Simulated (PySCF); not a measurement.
Level of theory: PBE-D3(BJ)/def2-TZVP // r2SCAN-D4/def2-TZVP (PySCF). All species are isolated molecules in the gas phase. 

Reference species (SMILES): `F[SiH]F` (neutral, multiplicity 2).

```json
{
 "dipole_moment": "1.24 D"
}
```

Changed species: `C[Si](F)F` (radical fragment; the reference has radical fragment).

What does the change do to the dipole moment?

the dipole moment increases by 0.83 D, to 2.07 D.
